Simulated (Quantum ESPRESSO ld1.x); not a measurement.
The run below uses ld1.x (Quantum ESPRESSO 7.5).

```
 &input
    zed=68.0,
    iswitch=1,
    rel=1,
    lsd=1,
    dft='PZ',
    config='[Xe] 4f12 6s0.5 7s0.5',
    verbosity='high',
    prefix='ld1',
    max_out_wfc=37,
    file_charge='ld1.rho',
 /
```

Command: `OMP_NUM_THREADS=1 ld1.x < ld1.in > ld1.out`

Output:

```
     Program LD1 v.7.5 starts

     --------------------------- All-electron run ----------------------------

     scalar relativistic calculation

     atomic number is 68.00
     dft =PZ   lsd =1 sic =0 latt =0  beta=0.20 tr2=1.0E-14
     Exchange-correlation= PZ
                           (   1   1   0   0   0   0   0)
     mesh =2105 r(mesh) = 100.73490 a.u. xmin = -8.00 dx = 0.00800
     1 Ry =  13.60569312 eV, c = 137.03599908

     n l     nl                  e(Ry)          e(Ha)          e(eV)
     1 0     1S 1( 1.00)   -4213.964724008   -2106.982362004 -57333.9108660
     2 0     2S 1( 1.00)    -708.523642771    -354.261821386  -9639.9552539
     2 1     2P 1( 3.00)    -626.971478801    -313.485739400  -8530.3815374
     3 0     3S 1( 1.00)    -159.215671044     -79.607835522  -2166.2395606
     3 1     3P 1( 3.00)    -134.411417777     -67.205708888  -1828.7605025
     4 0     4S 1( 1.00)     -31.910823676     -15.955411838   -434.1688742
     4 1     4P 1( 3.00)     -23.748843600     -11.874421800   -323.1194781
     3 2     3D 1( 5.00)    -103.302650894     -51.651325447  -1405.5041669
     5 0     5S 1( 1.00)      -4.480522773      -2.240261387    -60.9606179
     5 1     5P 1( 3.00)      -2.597753389      -1.298876695    -35.3442354
     4 2     4D 1( 5.00)     -12.816950915      -6.408475458   -174.3835009
     4 3     4F 1( 7.00)      -0.916221221      -0.458110610    -12.4658248
     6 0     6S 1( 0.50)      -0.782405538      -0.391202769    -10.6451697
     7 0     7S 1( 0.50)      -0.294880119      -0.147440059     -4.0120484
     1 0     1S 2( 1.00)   -4213.964160743   -2106.982080371 -57333.9032024
     2 0     2S 2( 1.00)    -708.520439811    -354.260219906  -9639.9116754
     2 1     2P 2( 3.00)    -626.969050961    -313.484525481  -8530.3485050
     3 0     3S 2( 1.00)    -159.152585896     -79.576292948  -2165.3812434
     3 1     3P 2( 3.00)    -134.348659383     -67.174329692  -1827.9066311
     4 0     4S 2( 1.00)     -31.784401954     -15.892200977   -432.4488191
     4 1     4P 2( 3.00)     -23.624619608     -11.812309804   -321.4293245
     3 2     3D 2( 5.00)    -103.253647986     -51.626823993  -1404.8374483
     5 0     5S 2( 1.00)      -4.420325623      -2.210162811    -60.1415939
     5 1     5P 2( 3.00)      -2.550806174      -1.275403087    -34.7054860
     4 2     4D 2( 5.00)     -12.695837768      -6.347918884   -172.7356726
     4 3     4F 2( 5.00)      -0.810713209      -0.405356605    -11.0303151
     6 0     6S 2( 0.00)      -0.737921246      -0.368960623    -10.0399300
     7 0     7S 2( 0.00)      -0.266135077      -0.133067538     -3.6209522

     final scf error:  3.6E-15 reached in  32 iterations

     Etot =  -26155.566770 Ry,  -13077.783385 Ha, -355864.614929 eV
     Total magnetization:    3.00 Bohr mag.

     Ekin =   28353.899880 Ry,   14176.949940 Ha,  385774.460614 eV
     Encl =  -64169.814622 Ry,  -32084.907311 Ha, -873074.805500 eV
     Eh   =   10198.746470 Ry,    5099.373235 Ha,  138761.014705 eV
     Exc  =    -538.398498 Ry,    -269.199249 Ha,   -7325.284747 eV

     normalization and overlap integrals

     s(1S/1S) =  1.000000  <r> =   0.0204  <r2> =    0.0006  r(max) =   0.0128
     s(1S/2S) = -0.026307
     s(1S/3S) = -0.011454
     s(1S/4S) = -0.005548
     s(1S/5S) = -0.002221
     s(1S/6S) = -0.000739
     s(1S/7S) = -0.000348
     s(2S/2S) =  1.000000  <r> =   0.0865  <r2> =    0.0088  r(max) =   0.0734
     s(2S/3S) = -0.007241
     s(2S/4S) = -0.003352
     s(2S/5S) = -0.001330
     s(2S/6S) = -0.000442
     s(2S/7S) = -0.000208
     s(2P/2P) =  1.000000  <r> =   0.0767  <r2> =    0.0072  r(max) =   0.0596
     s(2P/3P) = -0.005795
     s(2P/4P) = -0.002532
     s(2P/5P) = -0.000880
     s(3S/3S) =  1.000000  <r> =   0.2256  <r2> =    0.0582  r(max) =   0.2077
     s(3S/4S) = -0.002388
     s(3S/5S) = -0.000919
     s(3S/6S) = -0.000304
     s(3S/7S) = -0.000143
     s(3P/3P) =  1.000000  <r> =   0.2247  <r2> =    0.0585  r(max) =   0.2044
     s(3P/4P) = -0.002027
     s(3P/5P) = -0.000684
     s(4S/4S) =  1.000000  <r> =   0.5084  <r2> =    0.2919  r(max) =   0.4735
     s(4S/5S) = -0.000628
     s(4S/6S) = -0.000205
     s(4S/7S) = -0.000097
     s(4P/4P) =  1.000000  <r> =   0.5394  <r2> =    0.3312  r(max) =   0.4968
     s(4P/5P) = -0.000472
     s(3D/3D) =  1.000000  <r> =   0.2039  <r2> =    0.0488  r(max) =   0.1660
     s(3D/4D) = -0.001459
     s(5S/5S) =  1.000000  <r> =   1.2500  <r2> =    1.7619  r(max) =   1.1146
     s(5S/6S) = -0.000106
     s(5S/7S) = -0.000049
     s(5P/5P) =  1.000000  <r> =   1.4891  <r2> =    2.5289  r(max) =   1.2770
     s(4D/4D) =  1.000000  <r> =   0.5840  <r2> =    0.3962  r(max) =   0.5130
     s(4F/4F) =  1.000000  <r> =   0.8174  <r2> =    0.9160  r(max) =   0.5089
     s(6S/6S) =  1.000000  <r> =   3.4862  <r2> =   13.7023  r(max) =   3.0298
     s(6S/7S) = -0.000020
     s(7S/7S) =  1.000000  <r> =   7.8340  <r2> =   68.0768  r(max) =   7.5420
     s(1S/1S) =  1.000000  <r> =   0.0204  <r2> =    0.0006  r(max) =   0.0128
     s(1S/2S) = -0.026307
     s(1S/3S) = -0.011457
     s(1S/4S) = -0.005547
     s(1S/5S) = -0.002209
     s(1S/6S) = -0.000741
     s(1S/7S) = -0.000336
     s(2S/2S) =  1.000000  <r> =   0.0865  <r2> =    0.0088  r(max) =   0.0734
     s(2S/3S) = -0.007243
     s(2S/4S) = -0.003351
     s(2S/5S) = -0.001323
     s(2S/6S) = -0.000443
     s(2S/7S) = -0.000201
     s(2P/2P) =  1.000000  <r> =   0.0767  <r2> =    0.0072  r(max) =   0.0596
     s(2P/3P) = -0.005797
     s(2P/4P) = -0.002531
     s(2P/5P) = -0.000874
     s(3S/3S) =  1.000000  <r> =   0.2255  <r2> =    0.0581  r(max) =   0.2077
     s(3S/4S) = -0.002388
     s(3S/5S) = -0.000914
     s(3S/6S) = -0.000305
     s(3S/7S) = -0.000138
     s(3P/3P) =  1.000000  <r> =   0.2246  <r2> =    0.0585  r(max) =   0.2044
     s(3P/4P) = -0.002027
     s(3P/5P) = -0.000679
     s(4S/4S) =  1.000000  <r> =   0.5084  <r2> =    0.2920  r(max) =   0.4735
     s(4S/5S) = -0.000625
     s(4S/6S) = -0.000206
     s(4S/7S) = -0.000093
     s(4P/4P) =  1.000000  <r> =   0.5395  <r2> =    0.3313  r(max) =   0.4968
     s(4P/5P) = -0.000469
     s(3D/3D) =  1.000000  <r> =   0.2038  <r2> =    0.0488  r(max) =   0.1660
     s(3D/4D) = -0.001458
     s(5S/5S) =  1.000000  <r> =   1.2542  <r2> =    1.7737  r(max) =   1.1146
     s(5S/6S) = -0.000105
     s(5S/7S) = -0.000047
     s(5P/5P) =  1.000000  <r> =   1.4944  <r2> =    2.5458  r(max) =   1.2770
     s(4D/4D) =  1.000000  <r> =   0.5843  <r2> =    0.3968  r(max) =   0.5130
     s(4F/4F) =  1.000000  <r> =   0.8317  <r2> =    0.9582  r(max) =   0.5089
     s(6S/6S) =  1.000000  <r> =   3.4963  <r2> =   13.8031  r(max) =   3.0298
     s(6S/7S) = -0.000019
     s(7S/7S) =  1.000000  <r> =   8.0956  <r2> =   72.8246  r(max) =   7.6637

     ------------------------ End of All-electron run ------------------------
```

Run on one thread of a shared host, so times are rough (Intel(R) Xeon(R) Processor @ 2.60GHz): 1 s of CPU time, 1.1 s wall, 32 iterations on 2105 mesh points.
